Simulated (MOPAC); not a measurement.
Job for MOPAC: PM3 on GeH3I (SMILES [GeH3][I]), a point of a bond scan (R = 1.533 Å).

```
PM3 1SCF PRECISE CHARGE=0 THREADS=1
GeH3I

Ge    -1.51348008 1    -0.02835708 1    -0.00004782 1
I      1.02558411 1     0.01921569 1     0.00003240 1
H     -1.95179127 1    -1.26716774 1    -0.78974306 1
H     -1.97362434 1    -0.10568289 1     1.46032032 1
H     -1.99917948 1     1.26184539 1    -0.67076445 1
```

Output:

```
*******************************************************************************
 **                                                                           **
 **                              MOPAC v23.2.5                                **
 **                                                                           **
 *******************************************************************************
 ** MOPAC's Digital Object Identifier: https://doi.org/10.5281/zenodo.6511958 **
 **                                                                           **
 ** Please cite the open-source release paper for use of this MOPAC version:  **
 ** J. E. Moussa and J. J. P. Stewart (2026)                                  **
 ** MOPAC: An open-source semiempirical molecular orbital program             **
 ** J. Open Source Softw., 11(119), 8025, https://doi.org/10.21105/joss.08025 **
 *******************************************************************************

                              PM3 CALCULATION RESULTS

 *******************************************************************************
 *  PM3        - The PM3 Hamiltonian to be used
 *
 *
 *
 *                 CHARGE ON SYSTEM = 0
 *
 *
 *
 *  PRECISE    - TIGHTER CRITERIA TO BE USED
 *  1SCF       - DO 1 SCF AND THEN STOP
 *  THREADS=1  - MULTI-THREADING NOT USED
 *  T=         - A TIME OF 172800.0 SECONDS REQUESTED
 *  DUMP=N     - RESTART FILE WRITTEN EVERY 7200.0 SECONDS REQUESTED
 *******************************************************************************
PM3 1SCF PRECISE CHARGE=0 THREADS=1
 GeH3I

   ATOM   CHEMICAL          X               Y               Z
  NUMBER   SYMBOL      (ANGSTROMS)     (ANGSTROMS)     (ANGSTROMS)

     1      Ge         -1.51348008  *  -0.02835708  *  -0.00004782  *
     2       I          1.02558411  *   0.01921569  *   0.00003240  *
     3       H         -1.95179127  *  -1.26716774  *  -0.78974306  *
     4       H         -1.97362434  *  -0.10568289  *   1.46032032  *
     5       H         -1.99917948  *   1.26184539  *  -0.67076445  *



          CARTESIAN COORDINATES

    NO.       ATOM           X           Y           Z

     1        Ge         -1.5135     -0.0284     -0.0000
     2         I          1.0256      0.0192      0.0000
     3         H         -1.9518     -1.2672     -0.7897
     4         H         -1.9736     -0.1057      1.4603
     5         H         -1.9992      1.2618     -0.6708

  H: (PM3): J. J. P. STEWART, J. COMP. CHEM. 10, 209 (1989).
 Ge: (PM3): J. J. P. STEWART, J. COMP. CHEM. 12, 320-341 (1991).
  I: (PM3): J. J. P. STEWART, J. COMP. CHEM. 10, 209 (1989).

           Empirical Formula: H3 Ge I  =     5 atoms



      MOLECULAR POINT GROUP   :   C3v


      RHF CALCULATION, NO. OF DOUBLY OCCUPIED LEVELS = 7


 -------------------------------------------------------------------------------
 PM3 1SCF PRECISE CHARGE=0 THREADS=1
 GeH3I



     1SCF WAS SPECIFIED, SO BFGS WAS NOT USED
     SCF FIELD WAS ACHIEVED


                              PM3 CALCULATION
                                                       MOPAC v23.2.5 Linux




          FINAL HEAT OF FORMATION =         23.26439 KCAL/MOL =      97.33821 KJ/MOL


          COSMO AREA              =        112.14 SQUARE ANGSTROMS
          COSMO VOLUME            =        102.07 CUBIC ANGSTROMS

          IONIZATION POTENTIAL    =         10.062056 EV
          HOMO LUMO ENERGIES (EV) =        -10.062 -2.811
          NO. OF FILLED LEVELS    =          7
          MOLECULAR WEIGHT        =        202.5182         POINT GROUP:  C3v

          MOLECULAR DIMENSIONS (Angstroms)

            Atom       Atom       Distance
            H     4    I     2     3.33816
            H     5    H     3     2.53225
            I     2    H     3     1.97149


          SCF CALCULATIONS        =          1





   ATOM   CHEMICAL          X               Y               Z
  NUMBER   SYMBOL      (ANGSTROMS)     (ANGSTROMS)     (ANGSTROMS)

     1      Ge         -1.51348008  *  -0.02835708  *  -0.00004782  *
     2       I          1.02558411  *   0.01921569  *   0.00003240  *
     3       H         -1.95179127  *  -1.26716774  *  -0.78974306  *
     4       H         -1.97362434  *  -0.10568289  *   1.46032032  *
     5       H         -1.99917948  *   1.26184539  *  -0.67076445  *

                             CARTESIAN COORDINATES

   1   Ge       -1.513480080    -0.028357080    -0.000047820
   2    I        1.025584110     0.019215690     0.000032400
   3    H       -1.951791270    -1.267167740    -0.789743060
   4    H       -1.973624340    -0.105682890     1.460320320
   5    H       -1.999179480     1.261845390    -0.670764450


           Empirical Formula: H3 Ge I  =     5 atoms



      MOLECULAR POINT GROUP   :   C3v


                  EIGENVALUES
 -15.96580 -13.03684 -13.03684 -12.62962 -11.88042 -10.06206 -10.06206  -2.81118
  -0.03700  -0.03700   2.17129


              NET ATOMIC CHARGES AND DIPOLE CONTRIBUTIONS

  ATOM NO.   TYPE          CHARGE      No. of ELECS.   s-Pop       p-Pop
    1         Ge           0.414899        3.5851     0.70963     2.87547
    2          I          -0.270133        7.2701     1.93189     5.33824
    3          H          -0.048255        1.0483     1.04826
    4          H          -0.048255        1.0483     1.04826
    5          H          -0.048255        1.0483     1.04826
 DIPOLE           X         Y         Z       TOTAL
 POINT-CHG.    -2.974    -0.056    -0.000     2.974
 HYBRID         0.248     0.005     0.000     0.248
 SUM           -2.726    -0.051    -0.000     2.727


          ATOMIC ORBITAL ELECTRON POPULATIONS

     Atom    s        px        py        pz
    1 Ge   0.70963   0.78176   1.04681   1.04690
    2  I   1.93189   1.34777   1.99512   1.99535
    3  H   1.04826
    4  H   1.04826
    5  H   1.04826

 **********************
 *                    *
 * JOB ENDED NORMALLY *
 *                    *
 **********************




 == MOPAC DONE ==
```

The run finished.

Cost: very roughly 0.020 core-seconds.
